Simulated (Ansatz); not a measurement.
(1) Predict a relaxed structure of the cluster MoO₄H₂, charge 0, singlet, at PBE-D4/def2-SVP (Ansatz).

Answers

(1) 
```xyz
7

Mo   -0.144    0.125    0.157
O     0.019    0.769    1.704
O    -1.969    0.042   -0.356
O    -1.284    1.042   -1.120
O     0.884   -1.402   -0.183
H     1.585   -1.790    0.377
H     0.909    1.215   -0.580
```
The metal has 5 neighbours: O 1.68 Å, O 1.90 Å, O 1.94 Å, O 1.87 Å, H 1.69 Å. This is one stationary point.

In the def2 sets Mo takes a core potential; there is no spin–orbit coupling. The structure holds one bond between oxygen atoms, so isomers without such links may lie far lower. The structure comes from a short search, and lower isomers may exist.
